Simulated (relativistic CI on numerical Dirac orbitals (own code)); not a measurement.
## Energy levels of Ni¹²⁺

Calculated at this level of theory: Dirac-Coulomb-Breit CI, separate exchange-only KLI orbitals for each configuration, model QED (radiative potential, 1s self-energy scaled to tabulated hydrogen-like ionisation energies), unscaled Slater integrals (own radial code, finite nucleus).

Configurations in the expansion (outside the closed core [Ne]): 3s²3p⁴, 3s3p⁵, 3p⁶, 3s²3p³3d, 3s3p⁴3d, 3p⁵3d, 3s3p³3d², 3s²3p³4s, 3s²3p²3d4p, 3s²3p³4p, 3p⁵4s, 3p⁵4p, 3s3p³3d4s, 3s²3p²3d², 3s²3p3d³, 3s3p²3d³, 3s²3p3d²4s, 3s²3p3d²4p, 3p⁴3d², 3p³3d³, 3p³3d²4s, 3p³3d²4p. Double excitations out of closed p, d and f shells are left out; levels of such configurations are missing from the list, as are those of other unlisted configurations, and high levels can miss mixing partners.

The lowest level is 3s²3p⁴ ³P2, with 91 % of that term; Hund's rules for 3s²3p⁴ give ³P with J = 2, in agreement.

| No. | Configuration | Term | J | E (cm⁻¹) | % | Next component (%) | jj configuration (%) |
| --- | --- | --- | --- | --- | --- | --- | --- |
| 1 | 3s²3p⁴ | ³P | 2 | 0 | 91 | 6 ¹D | 3p3/2^2 (84) |
| 2 | 3s²3p⁴ | ³P | 1 | 19332 | 97 | 2 3s3p⁴3d ³P | 3p1/2 3p3/2^3 (97) |
| 3 | 3s²3p⁴ | ³P | 0 | 20144 | 88 | 9 ¹S | 3p3/2^2 (61) |
| 4 | 3s²3p⁴ | ¹D | 2 | 49048 | 91 | 6 ³P | 3p1/2 3p3/2^3 (84) |
| 5 | 3s²3p⁴ | ¹S | 0 | 99797 | 86 | 9 ³P | 3p3/2^4 (61) |
| 6 | 3s3p⁵ | ³P° | 2 | 328265 | 79 | 18 3s²3p³3d ³P° | 3s 3p3/2^3 (79) |
| 7 | 3s3p⁵ | ³P° | 1 | 342244 | 77 | 18 3s²3p³3d ³P° | 3s 3p1/2 3p3/2^4 (43) |
| 8 | 3s3p⁵ | ³P° | 0 | 351493 | 78 | 19 3s²3p³3d ³P° | 3s 3p1/2 3p3/2^4 (78) |
| 9 | 3s3p⁵ | ¹P° | 1 | 424154 | 55 | 41 3s²3p³3d ¹P° | 3s 3p3/2^3 (29) |
| 10 | 3p³(4S°)3d | ⁵D° | 0 | 448066 | 95 | 2 3s3p³3d² ⁵D° | 3p1/2 3p3/2^2 3d3/2 (48) |
| 11 | 3p³(4S°)3d | ⁵D° | 1 | 448401 | 96 | 2 3s3p³3d² ⁵D° | 3p1/2 3p3/2^2 3d3/2 (50) |
| 12 | 3p³(4S°)3d | ⁵D° | 2 | 448642 | 94 | 2 ³D° | 3p1/2 3p3/2^2 3d3/2 (36) |
| 13 | 3p³(4S°)3d | ⁵D° | 3 | 449060 | 92 | 3 ³D° | 3p1/2 3p3/2^2 3d3/2 (24) |
| 14 | 3p³(4S°)3d | ⁵D° | 4 | 450747 | 94 | 3 ³F° | 3p1/2 3p3/2^2 3d5/2 (51) |
| 15 | 3p³(2D°)3d | ³D° | 2 | 477782 | 66 | 22 ³F° | 3p3/2 3d5/2 (43) |
| 16 | 3p³(2D°)3d | ³D° | 3 | 482900 | 84 | 9 ³F° | 3p1/2 3p3/2^2 3d5/2 (73) |
| 17 | 3p³(2D°)3d | ³D° | 1 | 485340 | 96 | 2 3s3p³3d² ³D° | 3p1/2 3p3/2^2 3d5/2 (46) |
| 18 | 3p³(2D°)3d | ³F° | 2 | 491518 | 72 | 25 ³D° | 3p1/2 3p3/2^2 3d3/2 (72) |
| 19 | 3p³(2D°)3d | ¹S° | 0 | 494768 | 94 | 3 3s3p³3d² ¹S° | 3p1/2 3p3/2^2 3d5/2 (50) |
| 20 | 3p³(2D°)3d | ³F° | 3 | 496001 | 83 | 11 ³D° | 3p1/2 3p3/2^2 3d3/2 (59) |
| 21 | 3p³(2D°)3d | ³F° | 4 | 502613 | 90 | 5 ³G° | 3p1/2 3p3/2^2 3d5/2 (66) |
| 22 | 3p³(2D°)3d | ³G° | 3 | 523163 | 87 | 8 ³F° | 3p1/2 3p3/2^2 3d3/2 (35) |
| 23 | 3p³(2D°)3d | ³G° | 4 | 525983 | 84 | 14 ³F° | 3p1/2 3p3/2^2 3d5/2 (37) |
| 24 | 3p³(2D°)3d | ³G° | 5 | 529871 | 98 | 2 3s3p³3d² ³G° | 3p1/2 3p3/2^2 3d5/2 (98) |
| 25 | 3p³(2D°)3d | ¹G° | 4 | 536901 | 85 | 9 ³F° | 3p1/2 3p3/2^2 3d3/2 (57) |
| 26 | 3p³(2P°)3d | ¹D° | 2 | 544878 | 82 | 7 ³F° | 3p1/2 3p3/2^2 3d3/2 (41) |
| 27 | 3p³(2P°)3d | ³D° | 1 | 559117 | 95 | 2 3s3p³3d² ³D° | 3p3/2 3d3/2 (38) |
| 28 | 3p³(2P°)3d | ³P° | 0 | 560954 | 92 | 3 ¹S° | 3p3/2 3d3/2 (45) |
| 29 | 3p³(2P°)3d | ³P° | 1 | 564171 | 90 | 2 3s3p³3d² ³P° | 3p3/2 3d5/2 (30) |
| 30 | 3p³(2P°)3d | ³F° | 3 | 567686 | 87 | 6 ³G° | 3p1/2 3p3/2^2 3d5/2 (41) |

Energies count from the lowest computed level; ° marks odd parity. Percentages are summed over parent terms; the parents shown are those of the largest component, closed shells are left out there. Filled j subshells are mostly left out of the jj labels.

The mean weight of the leading LS term, summed over parents, in these 30 levels is 87 %, and that of the leading jj configuration (from the same eigenvectors) 55 %, so LS coupling describes them better.

At this charge energies of transitions that change n are usually good to better than 1 %, and those within a shell (Δn = 0) to a few per cent.

Landé's interval rule says that E(J) − E(J−1) = AJ with one A. For the ground term the intervals give A = -811.8, -9665.9 cm⁻¹ for J = 1, 2; the multiplet is inverted.

LS names give the leading component of a level, which can be under half, so a name can repeat, a term be missing and a line seem to break the LS rules.
